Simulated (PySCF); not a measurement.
H₃O₄Si, SMILES O[Si](O)([O])O (connectivity only; charge and spin as stated), charge -1, multiplicity 1. Coordinates come from a r2SCAN-D4/def2-SVPD optimisation. The spin state was assumed, not searched. The isomer is the one that the SMILES or the coordinates give; other isomers of the formula were not compared. Other conformers were not sampled.

Calculation: r2SCAN-D4/def2-SVPD (PySCF 2.14.0).

Harmonic wavenumbers (cm⁻¹): 93, 93, 162, 302, 302, 346, 373, 373, 696, 789, 789, 890, 891, 915, 1109, 3880, 3880, 3881. Rotational constants (GHz): 3.936, 3.907, 3.907; symmetry number 3.

**Question.** Work out the zero-point energy and the ideal-gas rigid-rotor harmonic-oscillator thermochemistry at 298.15 K and 1 atm.

**Answer.** ZPE = ½ Σ hcν = ½ × 19764 cm⁻¹ = 118.21 kJ/mol. H − E(el) = 139.83 kJ/mol. Entropy in J/(mol K): translation 165.55, rotation 100.00, vibration 71.44, total 336.99. G − E(el) = 39.36 kJ/mol. Cp = 107.44 J/(mol K). Modes under 150 cm⁻¹ make the vibrational entropy uncertain.
